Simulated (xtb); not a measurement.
Input for xtb: GFN1-xTB on C3H5NO (a complex), monomers drawn apart or pushed together.

```
$ xtb mol.xyz --gfn 1 --sp --chrg 0 --uhf 0
10

C     -0.46930834    -0.45528439     0.16497162
O      0.66485995    -0.05572211     0.13568639
H     -0.71021650    -1.52942070     0.25603581
H     -1.33382768     0.22935422     0.10211369
C      1.16213450     0.56427717     5.32227406
C     -0.20262637     0.07638805     5.23696320
N     -1.27943479    -0.31221740     5.12676041
H      1.18242859     1.55178477     5.78343725
H      1.77080671    -0.11751838     5.91635175
H      1.57574382     0.62960876     4.31433653
```

The head of its log:

```
[...]
           -------------------------------------------------
          |                Calculation Setup                |
           -------------------------------------------------



molecular fragmentation (1/2 indicates fragments):
1111222222
# atoms in fragment 1/2:     4     6
 fragment masses (1/2) :       30.03       41.05
CMA distance (Bohr)    :   9.634
constraining FC (au)   :  0.0500

           -------------------------------------------------
          |                 G F N 1 - x T B                 |
           -------------------------------------------------

        Reference                      10.1021/acs.jctc.7b00118
      * Hamiltonian:
        H0-scaling (s, p, d)           1.850000    2.250000    2.000000
        zeta-weighting                 0.000000
      * Dispersion:
        s8                             2.400000
        a1                             0.630000
        a2                             5.000000
        s9                             0.000000
      * Repulsion:
        kExp                           1.500000
        rExp                           1.000000
      * Coulomb:
        alpha                          2.000000
        third order                    atomic
        anisotropic                    false
      * Halogen bond correction:
        rad-scale                      1.300000
        damping                        0.440000


          ...................................................
          :                      SETUP                      :
          :.................................................:
          :  # basis functions                  30          :
          :  # atomic orbitals                  30          :
          :  # shells                           20          :
          :  # electrons                        28          :
          :  # halogen bonds                     0          :
          :  max. iterations                   250          :
          :  Hamiltonian                  GFN1-xTB          :
          :  restarted?                      false          :
          :  GBSA solvation                  false          :
          :  PC potential                    false          :
          :  electronic temp.          300.0000000     K    :
          :  accuracy                    1.0000000          :
          :  -> integral cutoff          0.2500000E+02      :
          :  -> integral neglect         0.1000000E-07      :
          :  -> SCF convergence          0.1000000E-05 Eh   :
          :  -> wf. convergence          0.2000000E-04 e    :
          :  Broyden damping             0.4000000          :
          :  net charge                          0          :
          :  unpaired electrons                  0          :
          ...................................................

 iter      E             dE          RMSdq      gap      omega  full diag
   1    -17.0075153 -0.170075E+02  0.771E+00    5.21       0.0  T
   2    -17.0757251 -0.682098E-01  0.460E+00    4.06       1.0  T
```

Q: Give the final energy of this run.

A: -16.8450 hartree.
